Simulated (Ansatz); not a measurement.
`C[O][Ge][F]` + H₂S → `C[O][Ge][SH]` + H–F at 400 K and 1 bar (ligand exchange at a Ge–F bond).

Calculated with Ansatz (gas phase, PBE0-D4/def2-TZVP geometries, no zero-point term in ΔE). CCSD(T)/CBS adds triple-zeta CCSD(T) − MP2 to the extrapolated MP2 energy (def2 sets, frozen cores). This one scheme is used for every species. For Ge outer-core shells are correlated without core-valence functions, which leaves a few kJ/mol of doubt a bond. Scalar relativity is left out up to krypton. Each species was taken in one conformer, which may not be the lowest.

```
       species  CCSD(T)/CBS energy (Eh)  H − E (kJ/mol)  S (J/(mol·K))
 `C[O][Ge][F]`              -2290.98541           140.3          344.7
           H₂S               -398.97279            53.4          215.9
`C[O][Ge][SH]`              -2589.55031           163.2          365.9
           H–F               -100.39570            36.5          182.2
```

H − E and S are ideal-gas, rigid-rotor, harmonic terms from PBE0-D4/def2-TZVP, for one conformer and one mirror image of each species. 1 Eh = 2625.50 kJ/mol, R = 8.31446 J/(mol·K).

By hand: ΔE, ΔH, ΔS and ΔG.

ΔE = (-2589.55031) + (-100.39570) − (-2290.98541) − (-398.97279) = 0.01219 Eh = 32.0 kJ/mol. Δ(H − E) = 163.2 + 36.5 − 140.3 − 53.4 = 6.0, so ΔH = 38.0 kJ/mol. ΔS = 365.9 + 182.2 − 344.7 − 215.9 = -12.5 J/(mol·K). ΔG = 38.0 − 400 × (-12.5)/1000 = 43.0 kJ/mol.

By hand: the equilibrium constant, and the temperature at which ΔG would vanish if ΔH and ΔS stayed fixed.

log₁₀ K = −ΔG/(RT ln 10) = -5.6. ΔH and −TΔS have one sign here, so there is no such temperature.

The number of gas molecules stays the same, so ΔS is small and ΔH decides. A doubt of 5 kJ/mol in ΔE shifts log₁₀ K by 0.7 here. Other conformers and mirror images would add mixing entropy, several J/(mol·K) or more a flexible species. These are equilibria of isolated gas molecules and say nothing of rates. Largest T1 diagnostic: 0.015 (customary marks: 0.02 for closed shells, 0.045 for open ones).

ΔS is within the doubt of such terms, so its sign, and with it that verdict, could turn.
